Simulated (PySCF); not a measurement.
## Working out the ionisation energy of Br¹⁷⁺

Br¹⁷⁺ [Ar] (1S) → Br¹⁸⁺ [Ne] 3s2 3p5 (2P). Computed with PySCF 2.14 in an even-tempered Gaussian basis (19 s from 1.5 bohr⁻², ratio 2.5; 12 p from 2 bohr⁻², ratio 2.5; 5 d from 11 bohr⁻², ratio 2.7; 4 f from 17 bohr⁻², ratio 2.7), with the spin-free X2C one-electron Hamiltonian (Gaussian nucleus). Frozen: 1s2; the 22 highest virtual orbitals dropped. Energies in hartree (1 hartree = 27.21139 eV):

```
             part  Br¹⁷⁺ (lower)  Br¹⁸⁺ (upper)
              UHF   -2454.186257   -2427.778928
MP2 opposite-spin      -0.439398      -0.418324
    MP2 same-spin      -0.172035      -0.157588
```

What does Hartree-Fock give?

(-2427.778928) − (-2454.186257) = 26.407329 hartree = 718.580 eV.

What do MP2 and SCS-MP2 (6/5 opposite-spin, 1/3 same-spin) give?

The opposite-spin parts differ by 0.573 eV and the same-spin parts by 0.393 eV. MP2: 718.580 + (0.573) + (0.393) = 719.546 eV. SCS-MP2: 718.580 + 1.2 × (0.573) + (0.393)/3 = 719.399 eV.

Reference: 716.3 ± 2.3 eV (semi-empirical (NIST evaluation); NIST Atomic Spectra Database, ionization energies), between the lowest levels; spin-orbit coupling is absent from the calculation.

What remains against the reference includes basis incompleteness, the frozen core and correlation beyond second order.
